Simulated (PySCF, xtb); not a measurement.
H₄P, SMILES [PH4+], charge +1.

Harmonic wavenumbers (cm⁻¹) from GFN2-xTB run with xtb at its own minimum, in rising order: 872, 872, 872, 1011, 1011, 2348, 2464, 2465, 2465.

**Question.** What does PySCF with TPSSh-D3(BJ)/def2-TZVPD give at its own minimum? (An estimate is asked for; the answer gives what the named calculation found.)

**Answer.** 1002, 1002, 1002, 1146, 1146, 2516, 2567, 2567, 2567. Paired by order, the mean absolute difference is 126 cm⁻¹ and the zero-point energies are 20.6 and 22.2 kcal/mol.
